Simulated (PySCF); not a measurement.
Si(OMe)2 (C2H6O2Si), SMILES CO[Si]OC (connectivity only; charge and spin as stated), neutral, multiplicity 1. Atoms are numbered in the order given.

```xyz
11

Si    -1.0186    -0.0418     0.0000
O      0.4094    -0.9360     0.0000
C      0.5116    -2.3411     0.0000
H      1.0652    -2.6793    -0.8922
H      1.0652    -2.6793     0.8922
H     -0.4769    -2.8391     0.0000
O     -0.3964     1.4979     0.0000
C      0.9310     1.9885     0.0000
H      1.0894     2.6169    -0.8922
H      1.0894     2.6169     0.8922
H      1.6675     1.1697     0.0000
```

Coordinates come from a B3LYP-D3(BJ)/def2-SVP optimisation. Other conformers were not sampled.

Method: PBE/pcSseg-1 in PySCF.

GIAO shieldings, no solvent; atoms listed in one row are averaged. δ = σ(ref) − σ: ²⁹Si against TMS (σ = 335.4 ppm); ¹⁷O against H2O (σ = 334.3 ppm); ¹³C against TMS (σ = 182.0 ppm); ¹H against TMS (σ = 31.49 ppm), references at their B3LYP-D3(BJ)/def2-TZVP geometries, non-relativistic.

**Question.** Estimate the chemical shifts. (An estimate is asked for; the answer gives what the named calculation found.)

**Answer.** 
```json
[
 {"nucleus": "²⁹Si", "atoms": "Si1", "count": "1", "δ (ppm)": "66.8"},
 {"nucleus": "¹⁷O", "atoms": "O2", "count": "1", "δ (ppm)": "210.3"},
 {"nucleus": "¹⁷O", "atoms": "O7", "count": "1", "δ (ppm)": "170.5"},
 {"nucleus": "¹³C", "atoms": "C3, C8", "count": "2", "δ (ppm)": "54.4"},
 {"nucleus": "¹H", "atoms": "H9, H10, H11", "count": "3", "δ (ppm)": "4.44"},
 {"nucleus": "¹H", "atoms": "H4, H5, H6", "count": "3", "δ (ppm)": "4.24"}
]
```
